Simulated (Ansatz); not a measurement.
CHAlS2: where a starting geometry ends

The starting geometry of this gas-phase singlet was optimised with GFN2-xTB.

```xyz
5

C    -1.9592   -1.1742    0.4457
Al   -0.2907   -2.2787    0.6441
S    -2.4312   -0.6274   -1.0340
S     1.4186   -3.4346    0.6944
H    -2.6448   -0.9294    1.2714
```

Predict what becomes of its bonds when it is optimised with r2SCAN-D4/def2-SVP.

A new bond forms, giving a structure given below by its coordinates. Contacts that close: Al2–S3 (3.18 → 2.47 Å).

The energy falls by 0.16 eV over 16 steps:

```json
{"step": "1", "E − E(last) (eV)": "0.160"}
{"step": "3", "E − E(last) (eV)": "0.099"}
{"step": "4", "E − E(last) (eV)": "0.084"}
{"step": "6", "E − E(last) (eV)": "0.061"}
{"step": "8", "E − E(last) (eV)": "0.049"}
{"step": "9", "E − E(last) (eV)": "0.045"}
{"step": "11", "E − E(last) (eV)": "0.029"}
{"step": "13", "E − E(last) (eV)": "0.002"}
{"step": "14", "E − E(last) (eV)": "0.000"}
{"step": "16", "E − E(last) (eV)": "0.000"}
```

Final geometry (Å):

```xyz
5

C    -2.0220   -1.2117    0.6794
Al   -0.3878   -2.1969    0.4646
S    -1.9705   -0.9500   -0.9612
S     1.3163   -3.2788    0.5478
H    -2.8432   -0.8069    1.2911
```

Frequencies at the end are all real (lowest 130 cm⁻¹). Run with Ansatz 0.2.0, 81 s on 1 thread of Intel(R) Xeon(R) Processor @ 2.50GHz (Skylake/Cascade Lake) (shared host).
